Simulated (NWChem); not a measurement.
Molecule: C3F4; SMILES FC(=C=C(F)F)F

Results from NWChem. Medium grid unless said otherwise, to which SCAN and Minnesota functionals are sensitive. Coordinates come from a PBE-D3(BJ)/def2-SVP optimisation. Hybrids' shares of exact exchange are those that their runs print; pure functionals count as 0. The functionals differ in more than this share.

```
row                    share of exact exchange  orbital gap (eV)
---------------------  -----------------------  ----------------
PBE/def2-SVP                              0.00              5.37
BP86/def2-SVP                             0.00              5.38
B3LYP/def2-SVP                            0.20          withheld
MPW1K/def2-SVP                            0.43              9.47
MN15/def2-SVP                             0.44              9.14
Hartree-Fock/def2-SVP                     1.00             15.06
```

Question: Fit a straight line of the last column on the one before it, predict the withheld value, and compare with the run.

Answer: 
1. Means of the 5 shown rows: x = 0.374, y = 8.884. Slope Σ(x − x̄)(y − ȳ)/Σ(x − x̄)² = 6.541/0.6791 = 9.631; intercept 5.282.
2. The shown rows scatter about the line by 0.192 (root mean square); the largest residual is -0.38, at MN15/def2-SVP.
3. At x = 0.20 (B3LYP/def2-SVP; inside the shown range) the line gives 7.21.
4. The run gives 7.25, +0.04 from the line, 0.2 times the scatter.
